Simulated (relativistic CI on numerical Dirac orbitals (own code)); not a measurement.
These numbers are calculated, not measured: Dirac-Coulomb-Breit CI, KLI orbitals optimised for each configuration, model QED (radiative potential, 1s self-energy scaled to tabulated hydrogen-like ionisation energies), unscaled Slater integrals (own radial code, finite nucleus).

Configurations in the expansion (outside the closed core [Ar] 3d10): 4s²4p², 4s4p³, 4s²4p4d, 4p⁴, 4s4p²4d, 4s²4p4f, 4s4p²4f, 4p³4d, 4s4p4d², 4s²4d4f, 4p³4f, 4s²4p5s, 4p²4d4f, 4p³5s, 4s²4p5p, 4s4p4f², 4s4p4d5s, 4s²4f5s, 4s4p²5s, 4s²4p5d, 4s4p²5p, 4s²4p5f, 4s²4p5g, 4s4p²5d, 4p²4f5s, 4s²4p6s, 4s4p²5f, 4s²4d², 4s4d³, 4s4d²4f, 4p²4d², 4p4d³, 4p4d²4f, 4p4d²5s, 4s²4f², 4s4d4f², 4s4f³, 4p²4f², 4p4d4f², 4p4f³, 4p4f²5s, 4s4p4d4f, 4s4d4f5s, 4s²4d5s, 4s4d²5s, 4p²4d5s, 4p4d4f5s, 4p4d5s², 4s4p4f5s, 4s4f²5s, 4s4f5s², 4s²5s², 4s4d5s². Double excitations out of closed p, d and f shells are left out; levels of such configurations are missing from the list, as are those of other unlisted configurations, and high levels can miss mixing partners. These lack a partner that the ground configuration has and come out too high: 4s4p²5p, 4s4p²5d, 4s4p²5f, 4s²4p5p, 4s²4p5d.

At this charge energies of transitions that change n are usually good to better than 1 %, and those within a shell (Δn = 0) to a few per cent.

Outline of the computed level scheme of Nd XXIX. Lowest level of each configuration: 4s²4p² ³P0 at 0.000 eV; 4s4p³ ⁵S°2 at 89.001 eV; 4s²4p4d ³F°2 at 137.436 eV; 4p⁴ ³P2 at 192.091 eV; 4s4p²4d ⁵F1 at 194.717 eV.

Some strong electric-dipole decays among the lowest 45 levels: 4s²4p4d ³D°1 → 4s²4p² ³P0 (4.8e+11 s⁻¹); 4s²4p4d ³D°3 → 4s²4p² ¹D2 (4.6e+11 s⁻¹); 4s4p²4d ⁵P2 → 4s4p³ ⁵S°2 (4.3e+11 s⁻¹); 4s²4p4d ¹F°3 → 4s²4p² ³P2 (4.2e+11 s⁻¹); 4s²4p4d ³P°0 → 4s²4p² ³P1 (4.1e+11 s⁻¹); 4s²4p4d ¹P°1 → 4s²4p² ¹S0 (3.6e+11 s⁻¹); 4s²4p4d ³P°2 → 4s²4p² ³P2 (3.2e+11 s⁻¹); 4s²4p4d ³D°2 → 4s²4p² ¹D2 (2.6e+11 s⁻¹).

LS names give the leading component of a level, which can be under half, so a name can repeat, a term be missing and a line seem to break the LS rules.
